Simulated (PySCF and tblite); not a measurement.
Results of a calculation; reference values are marked as such.
# Rotation: stationary points, barriers and rates

System: 3,3,3-trifluoropropionic acid, C3H3F3O2, numbered as in [O:1]=[C:2]([OH:3])[CH2:4][C:5]([F:6])([F:7])[F:8].

Motion: rotation about the C2–O3 bond (torsion O1–C2–O3–H from 0° to 180°, rising). Level: B3LYP/pcSseg-1 + D3(BJ) on PBE0-D3(BJ)/def2-SVP stationary points, with GFN2-xTB thermal terms. Rates follow Eyring's equation with the number of equivalent paths and no tunnelling. (PySCF 2.14 with density fitting, tblite 0.8.)

| point | symmetry | E(GFN2) kcal/mol | E(DFT) kcal/mol | ZPE change kcal/mol | lowest mode cm⁻¹ | dipole D |
| --- | --- | --- | --- | --- | --- | --- |
| start | Cs | 0.0 | 0.0 | 0.00 | 11 | 3.25 |
| saddle | C1 | 13.6 | 13.5 | -1.14 | 580i | 3.96 |
| end | Cs | 7.3 | 6.9 | -0.20 | 40 | 4.86 |

```
Electronic barrier                                      : 13.5 kcal/mol
Barrier with zero-point energy                          : 12.3 kcal/mol
ΔH‡ (298 K)                                             : 12.2 kcal/mol
ΔS‡ (298 K, symmetry apart)                             : -1.1 cal/(mol K)
Paths                                                   : 2 equivalent paths
End point                                               : a different minimum
Mean lifetime of the start against this motion at 298 K : 130 µs
Cost                                                    : 6.4 min on 1 thread of Intel Xeon Platinum 8488C, on a host shared with other jobs (rough), peak memory 0.73 GiB, launched as `OMP_NUM_THREADS=1 python ens_run.py task.json out`
```

```csv
T/K,ΔG‡ kcal/mol,k s⁻¹,ΔG kcal/mol,k back s⁻¹
150,12.4,4.9×10⁻⁶,6.9,5.5×10⁴
200,12.5,0.2,7.0,7.9×10⁶
250,12.5,121,7.0,1.6×10⁸
298,12.6,7740,7.0,1.1×10⁹
350,12.6,1.9×10⁵,7.1,5.2×10⁹
400,12.7,2×10⁶,7.1,1.6×10¹⁰
500,12.8,5.2×10⁷,7.2,7.3×10¹⁰
```

ΔG and ΔG‡ leave out symmetry numbers and mirror images; rates count paths: 2 out, 2 back.
